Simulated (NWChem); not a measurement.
System: Si2H2F4; SMILES F[SiH](F)[SiH](F)F

Here is an NWChem input.

```
start job
memory heap 200 mb stack 900 mb global 1100 mb
geometry units angstroms noautosym nocenter noautoz
  Si    -1.111634     0.369742     0.002789
  F     -1.847312    -0.239732     1.298057
  F     -1.845209    -0.232199    -1.297173
  Si     1.111634    -0.369742     0.002789
  F      1.845209     0.232199    -1.297173
  F      1.847312     0.239732     1.298057
  H     -1.291294     1.841610     0.007024
  H      1.291294    -1.841610     0.007024
end
basis spherical
  Si library def2-svpd
  F library def2-svpd
  H library def2-svpd
end
dft
  xc xpbe96 cpbe96
  iterations 150
end
property
  response 1 0.0
end
task dft property
```

Excerpt of the output:

```
             Northwest Computational Chemistry Package (NWChem) 7.3.0
             --------------------------------------------------------

                             Geometry "geometry" -> ""
                             -------------------------

 Output coordinates in angstroms (scale by  1.889725989 to convert to a.u.)

  No.       Tag          Charge          X              Y              Z
 ---- ---------------- ---------- -------------- -------------- --------------
    1 Si                  14.0000    -1.11163400     0.36974200     0.00278900
    2 F                    9.0000    -1.84731200    -0.23973200     1.29805700
    3 F                    9.0000    -1.84520900    -0.23219900    -1.29717300
    4 Si                  14.0000     1.11163400    -0.36974200     0.00278900
    5 F                    9.0000     1.84520900     0.23219900    -1.29717300
    6 F                    9.0000     1.84731200     0.23973200     1.29805700
    7 H                    1.0000    -1.29129400     1.84161000     0.00702400
    8 H                    1.0000     1.29129400    -1.84161000     0.00702400

 Effective nuclear repulsion energy (a.u.)     394.7348569503

  pbe96 is a nonlocal functional; adding pw91lda local functional.
                              NWChem Property Module
                              ----------------------

                                 NWChem DFT Module
                                 -----------------

 Summary of "ao basis" -> "ao basis" (spherical)
 ------------------------------------------------------------------------------
       Tag                 Description            Shells   Functions and Types
 ---------------- ------------------------------  ------  ---------------------
 Si                        def2-svpd                10       24   5s3p2d
 F                         def2-svpd                 9       23   4s3p2d
 H                         def2-svpd                 4        8   2s2p

            General Information
            -------------------
          SCF calculation type: DFT
          Wavefunction type:  closed shell.
          No. of atoms     :     8
          No. of electrons :    66
           Alpha electrons :    33
            Beta electrons :    33
          Charge           :     0
          Spin multiplicity:     1
          Use of symmetry is: off; symmetry adaption is: off
          Maximum number of iterations: 150
          AO basis - number of functions:   156
                     number of shells:    64
          Convergence on energy requested:  1.00D-06
          Convergence on density requested:  1.00D-05
          Convergence on gradient requested:  5.00D-04

              XC Information
              --------------
          PerdewBurkeErnzerhof Exchange Functional  1.000
            Perdew 1991 LDA Correlation Functional  1.000 local
           PerdewBurkeErnz. Correlation Functional  1.000 non-local

             Grid Information
             ----------------
          Grid used for XC integration:  medium
          Radial quadrature: Mura-Knowles
          Angular quadrature: Lebedev.
          Tag              B.-S. Rad. Rad. Pts. Rad. Cut. Ang. Pts.
          ---              ---------- --------- --------- ---------
          Si                  1.10       88          11.0       590
          F                   0.50       49          13.0       434
          H                   0.35       45          12.0       434
          Grid pruning is: on
          Number of quadrature shells:   462
          Spatial weights used:  Erf1

      Superposition of Atomic Density Guess
      -------------------------------------

 Sum of atomic energies:        -975.66523837

      Non-variational initial energy
      ------------------------------

 Total energy =    -976.761109
 1-e energy   =   -2144.596011
 2-e energy   =     773.100045
 HOMO         =      -0.313724
 LUMO         =       0.006345

   convergence    iter        energy       DeltaE   RMS-Dens  Diis-err
 ---------------- ----- ----------------- --------- --------- ---------
 d= 0,ls=0.0,diis     1   -978.4674368763 -1.37D+03  2.05D-02  1.62D+00
 d= 0,ls=0.0,diis     2   -977.9157332165  5.52D-01  1.11D-02  8.36D+00
 d= 0,ls=0.0,diis     3   -978.6523612701 -7.37D-01  1.83D-03  2.34D-02
 d= 0,ls=0.0,diis     4   -978.6541955123 -1.83D-03  6.97D-04  5.39D-03
 d= 0,ls=0.0,diis     5   -978.6548101852 -6.15D-04  9.99D-05  7.74D-05
  Resetting Diis
 d= 0,ls=0.0,diis     6   -978.6548239368 -1.38D-05  1.42D-05  2.03D-06
 d= 0,ls=0.0,diis     7   -978.6548241838 -2.47D-07  1.14D-05  8.40D-07
 d= 0,ls=0.0,diis     8   -978.6548238928  2.91D-07  7.38D-06  4.27D-06

         Total DFT energy =     -978.654823892765
      One electron energy =    -2146.033264233902
           Coulomb energy =      856.434065185733
    Exchange-Corr. energy =      -83.790481794857
 Nuclear repulsion energy =      394.734856950262

 Numeric. integr. density =       66.000001706013

                       DFT Final Molecular Orbital Analysis
                       ------------------------------------

[...]

 DFT Linear Response polarizability / au
 Frequency  =       0.0000000 / au
              X              Y              Z
 -----------------------------------------------
 X      58.1288256     -5.2066912     -0.0000000
 Y      -5.2066689     52.4036401      0.0000000
 Z      -0.0000000      0.0000000     48.2567971
 -----------------------------------------------
 Eigenvalues =      61.2079557     49.3245100     48.2567971
 Isotropic   =      52.9297543
 Anisotropic =      12.4516826
 -----------------------------------------------

 Magnetic Dipole Response Matrix (nonzero elements):

 Exiting AOResponse driver routine
```

Level: PBE/def2-SVPD. Geometry: optimised at B3LYP/6-31G* (spherical d).
